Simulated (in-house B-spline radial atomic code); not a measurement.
Successive ionisation energies of europium; each step leads to the configuration of the next row (after the last: [Kr] 4d3/2(4) 4d5/2(1)). Dirac energy differences include first-order Breit, QED and recoil terms. NIST's values go from ground level to ground level; the uncertainty of those that are theory runs from under 0.1 % in few-electron ions to several per cent in heavy many-electron ones. Computed with an all-electron radial atomic-structure program (B-spline basis): Dirac-Hartree-Fock, jj configuration that fills j = l - 1/2 first, finite nuclei.

A number in brackets counts the electrons of a j subshell.

| ion | configuration | ionisation energy (eV) | tabulated value (eV) | tabulated kind | computed minus tabulated (eV) | highest orbital | largest mean radius (bohr) |
| --- | --- | --- | --- | --- | --- | --- | --- |
| Eu13+ | [Kr] 4d10 4f5/2(2) 5s2 | 256.5 | 263 | tabulated theory | -6.5 | 5s1/2 | 1.1501 |
| Eu14+ | [Kr] 4d10 4f5/2(2) 5s1 | 277.4 | 281 | tabulated theory | -3.6 | 5s1/2 | 1.1351 |
| Eu15+ | [Kr] 4d10 4f5/2(2) | 309.0 | 311 | tabulated theory | -2.0 | 4f5/2 | 0.65692 |
| Eu16+ | [Kr] 4d10 4f5/2(1) | ? | ? | semi-empirical | ? | ? | ? |
| Eu17+ | [Kr] 4d10 | 518.4 | 518 | tabulated theory | 0.4 | 4d5/2 | 0.60632 |
| Eu18+ | [Kr] 4d3/2(4) 4d5/2(5) | ? | ? | tabulated theory | ? | ? | ? |
| Eu19+ | [Kr] 4d3/2(4) 4d5/2(4) | 591.7 | 590 | tabulated theory | 1.7 | 4d5/2 | 0.59182 |
| Eu20+ | [Kr] 4d3/2(4) 4d5/2(3) | 629.4 | 630 | tabulated theory | -0.6 | 4d5/2 | 0.58505 |
| Eu21+ | [Kr] 4d3/2(4) 4d5/2(2) | 667.7 | 667 | tabulated theory | 0.7 | 4d5/2 | 0.57848 |

Problem. Fill in the row of Eu16+.

Solution. ionisation energy (eV): 342.8; tabulated value (eV): 344.4; computed minus tabulated (eV): -1.6; highest orbital: 4f5/2; largest mean radius (bohr): 0.63955.

Problem. Fill in the row of Eu18+.

Solution. ionisation energy (eV): 554.7; tabulated value (eV): 553; computed minus tabulated (eV): 1.7; highest orbital: 4d5/2; largest mean radius (bohr): 0.59879.

Problem. Where is the largest jump?

Solution. From Eu16+ to Eu17+, by a factor of 1.51 (342.79 to 518.43 eV); the highest orbital goes from 4f5/2 to 4d5/2.
